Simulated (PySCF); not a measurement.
hexamethyldisiloxane (C₆H₁₈OSi₂), SMILES C[Si](O[Si](C)(C)C)(C)C.

Geometry optimised at B3LYP-D3(BJ)/def2-SVP. One conformer was computed; it need not be the lowest.

Level of theory: B3LYP-D3(BJ)/def2-SVP (PySCF 2.14.0).

Frequencies are harmonic and unscaled.

| mode | ν (cm⁻¹) | IR (km/mol) | moving atoms (share of kinetic energy) |
|---|---|---|---|
| 1 | 22 | 0.0 | C 70 %, H 29 % |
| 2 | 45 | 0.7 | C 52 %, H 25 %, O 22 % |
| 3 | 66 | 0.3 | C 55 %, H 24 %, O 16 % |
| 4 | 144 | 0.0 | H 99 % |
| 5 | 146 | 0.0 | H 99 % |
| 6 | 162 | 0.1 | H 72 %, C 26 % |
| 7 | 162 | 0.0 | H 65 %, C 32 % |
| 8 | 165 | 0.0 | H 66 %, C 32 % |
| 9 | 170 | 0.2 | H 60 %, C 37 % |
| 10 | 174 | 0.1 | C 57 %, H 40 % |
| 11 | 178 | 0.0 | H 94 % |
| 12 | 180 | 0.0 | H 95 % |
| 13 | 201 | 0.4 | C 47 %, H 41 % |
| 14 | 208 | 1.1 | C 45 %, H 40 %, Si 9 % |
| 15 | 231 | 9.8 | H 38 %, C 33 %, Si 25 % |
| 16 | 239 | 0.0 | C 38 %, H 34 %, Si 28 % |
| 17 | 245 | 0.7 | H 34 %, C 32 %, Si 31 % |
| 18 | 319 | 14.4 | O 32 %, H 26 %, Si 25 %, C 18 % |
| 19 | 322 | 26.6 | O 54 %, H 21 %, C 14 %, Si 10 % |
| 20 | 528 | 6.6 | C 41 %, O 25 %, H 18 %, Si 16 % |
| 21 | 610 | 7.6 | C 68 %, H 23 % |
| 22 | 663 | 5.5 | C 37 %, H 33 %, Si 26 % |
| 23 | 673 | 0.0 | H 85 %, C 15 % |
| 24 | 674 | 0.0 | H 85 %, C 15 % |
| 25 | 682 | 0.2 | H 46 %, C 39 %, Si 14 % |
| 26 | 683 | 8.7 | H 45 %, C 40 %, Si 14 % |
| 27 | 687 | 3.6 | H 48 %, C 39 %, Si 13 % |
| 28 | 691 | 5.5 | H 43 %, C 39 %, Si 15 % |
| 29 | 757 | 0.5 | H 61 %, C 25 %, Si 14 % |
| 30 | 761 | 6.1 | H 60 %, C 25 %, Si 15 % |
| 31 | 768 | 43.0 | H 63 %, C 25 %, Si 10 % |
| 32 | 772 | 38.9 | H 63 %, C 25 %, Si 9 % |
| 33 | 842 | 189.9 | H 64 %, C 24 %, Si 9 % |
| 34 | 853 | 14.4 | H 58 %, C 22 %, Si 20 % |
| 35 | 853 | 0.0 | H 58 %, C 22 %, Si 20 % |
| 36 | 863 | 226.8 | H 54 %, Si 23 %, C 22 % |
| 37 | 866 | 213.8 | H 53 %, Si 25 %, C 22 % |
| 38 | 905 | 16.2 | H 47 %, Si 32 %, C 20 % |
| 39 | 1043 | 696.5 | O 77 %, Si 22 % |
| 40 | 1269 | 0.6 | H 77 %, C 23 % |
| 41 | 1269 | 10.6 | H 77 %, C 23 % |
| 42 | 1270 | 70.5 | H 77 %, C 23 % |
| 43 | 1271 | 73.0 | H 77 %, C 23 % |
| 44 | 1275 | 53.0 | H 79 %, C 21 % |
| 45 | 1278 | 3.4 | H 79 %, C 21 % |
| 46 | 1424 | 0.7 | H 95 % |
| 47 | 1425 | 0.0 | H 95 % |
| 48 | 1429 | 0.0 | H 95 % |
| 49 | 1430 | 0.7 | H 95 % |
| 50 | 1431 | 0.2 | H 95 % |
| 51 | 1431 | 0.1 | H 95 % |
| 52 | 1436 | 1.4 | H 96 % |
| 53 | 1436 | 5.0 | H 96 % |
| 54 | 1440 | 0.2 | H 96 % |
| 55 | 1442 | 5.4 | H 96 % |
| 56 | 1447 | 14.5 | H 96 % |
| 57 | 1449 | 2.0 | H 96 % |
| 58 | 3023 | 3.9 | H 97 % |
| 59 | 3023 | 3.0 | H 97 % |
| 60 | 3025 | 6.3 | H 97 % |
| 61 | 3025 | 6.4 | H 97 % |
| 62 | 3027 | 4.5 | H 97 % |
| 63 | 3027 | 0.2 | H 97 % |
| 64 | 3109 | 17.9 | H 91 %, C 9 % |
| 65 | 3110 | 0.3 | H 91 %, C 9 % |
| 66 | 3113 | 13.1 | H 91 %, C 9 % |
| 67 | 3113 | 0.0 | H 91 %, C 9 % |
| 68 | 3115 | 10.6 | H 91 %, C 9 % |
| 69 | 3115 | 1.1 | H 91 %, C 9 % |
| 70 | 3116 | 35.5 | H 91 %, C 9 % |
| 71 | 3117 | 11.9 | H 91 %, C 9 % |
| 72 | 3118 | 0.1 | H 91 %, C 9 % |
| 73 | 3118 | 12.9 | H 91 %, C 9 % |
| 74 | 3120 | 2.9 | H 91 %, C 9 % |
| 75 | 3120 | 17.7 | H 91 %, C 9 % |
